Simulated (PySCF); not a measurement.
# Bonding in AlH2Ph

AlH2Ph, C₆H₇Al.
Structure used (PBE0-D3(BJ)/def2-SVP), in Å, numbered top down from 1:
```xyz
14
C6H7Al angstrom
Al     1.4141    2.3186   -0.0016
H      2.1990    2.7611    1.3107
H      1.4314    3.2104   -1.3205
C      0.4056    0.6516    0.0020
C      0.3645   -0.1790    1.1386
C     -0.3635   -1.3677    1.1453
C     -1.0722   -1.7531    0.0072
C     -1.0501   -0.9501   -1.1333
C     -0.3193    0.2368   -1.1322
H      0.9140    0.1076    2.0415
H     -0.3803   -1.9965    2.0392
H     -1.6449   -2.6841    0.0091
H     -1.6041   -1.2528   -2.0255
H     -0.3134    0.8535   -2.0373
```

Bond orders from the PBE0/pcSseg-1 (pcSseg-2 on Al) density (PySCF). Isolated species at its PBE0-D3(BJ)/def2-SVP geometry (one conformer only).

(1) Give the Mayer order of every bond, beside its length.

## Answers

(1) 
| bond | length (Å) | Mayer order |
| --- | --- | --- |
| Al1–H2 | 1.592 | 0.931 |
| Al1–H3 | 1.592 | 0.931 |
| Al1–C4 | 1.948 | 0.855 |
| C4–C5 | 1.408 | 1.377 |
| C4–C9 | 1.408 | 1.376 |
| C5–C6 | 1.394 | 1.445 |
| C5–H10 | 1.095 | 0.967 |
| C6–C7 | 1.395 | 1.420 |
| C6–H11 | 1.093 | 0.964 |
| C7–C8 | 1.395 | 1.421 |
| C7–H12 | 1.093 | 0.966 |
| C8–C9 | 1.394 | 1.445 |
| C8–H13 | 1.093 | 0.964 |
| C9–H14 | 1.095 | 0.967 |

By pair of heavy elements: C–C: lowest C4–C9 and C4–C5 (1.376, 1.408 Å), highest C5–C6 and C8–C9 (1.445, 1.394 Å). Bonds named together lie within 0.004.

Q: Sum the orders of all bonds at each heavy atom with more than one neighbour.

A: Al1 2.717, C4 3.608, C5 3.789, C6 3.829, C7 3.807, C8 3.830, C9 3.788. Orders between atoms that aren't bonded are not in these sums.

For a closed shell the Mayer order of atoms A and B is Σ (PS)μν (PS)νμ over the basis functions μ on A and ν on B, with P the density and S the overlap matrix.

These values come from a run that also computed NMR shieldings. Time: 25 s of wall time (with the writing of density and orbital grids); peak memory 1.0 GiB. Hardware: Arm Neoverse V2, one thread, shared host.
